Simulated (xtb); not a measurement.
xtb input (GFN2-xTB):

```bash
xtb mol.xyz --gfn 2 --ohess tight --chrg 0 --uhf 0
```
mol.xyz:
```
6

Zr    -0.71993857    -0.03258211    -0.21548253
H     -0.82977232    -1.03112433     1.33215338
H     -1.69731231     1.49449624    -0.42011308
H     -0.46820406    -1.13518924    -1.72303249
S      1.63059680     0.84264803     0.07082853
H      2.05295940    -0.10398423     0.88410506
```

End of the output:

```
    mode    ω/cm⁻¹     T·S(HO)/kcal·mol⁻¹    T·S(FR)/kcal·mol⁻¹   T·S(vib)
   ------------------------------------------------------------------------
       1     66.70    -1.26670 ( 76.00%)    -0.97054 ( 24.00%)    -1.19562
       2    282.29    -0.45311 ( 99.90%)    -0.54363 (  0.10%)    -0.45320
   ------------------------------------------------------------------------

   temp. (K)  partition function   enthalpy   heat capacity  entropy
                                   cal/mol     cal/K/mol   cal/K/mol   J/K/mol
 298.15  VIB   9.92                 1749.616     11.790     10.191
         ROT  0.433E+05              888.752      2.981     24.196
         INT  0.430E+06             2638.368     14.771     34.387
         TR   0.139E+28             1481.254      4.968     40.420
         TOT                        4119.6221    19.7388    74.8071   312.9927

       T/K    H(0)-H(T)+PV         H(T)/Eh          T*S/Eh         G(T)/Eh
   ------------------------------------------------------------------------
    298.15    0.656504E-02    0.276870E-01    0.355432E-01   -0.785622E-02
   ------------------------------------------------------------------------

         :::::::::::::::::::::::::::::::::::::::::::::::::::::
         ::                  THERMODYNAMIC                  ::
         :::::::::::::::::::::::::::::::::::::::::::::::::::::
         :: total free energy          -6.921394154057 Eh   ::
         ::.................................................::
         :: total energy               -6.913537936070 Eh   ::
         :: zero point energy           0.021121994446 Eh   ::
         :: G(RRHO) w/o ZPVE           -0.028978212433 Eh   ::
         :: G(RRHO) contrib.           -0.007856217987 Eh   ::
         :::::::::::::::::::::::::::::::::::::::::::::::::::::

optimized geometry written to: xtbopt.xyz

           -------------------------------------------------
          | TOTAL ENERGY               -6.913537936070 Eh   |
          | TOTAL ENTHALPY             -6.885850905973 Eh   |
          | TOTAL FREE ENERGY          -6.921394154057 Eh   |
          | GRADIENT NORM               0.000309399357 Eh/α |
          | HOMO-LUMO GAP               1.618292228125 eV   |
           -------------------------------------------------

------------------------------------------------------------------------
------------------------------------------------------------------------
 total:
 SCF:
 ANC optimizer:
 analytical hessian:
```
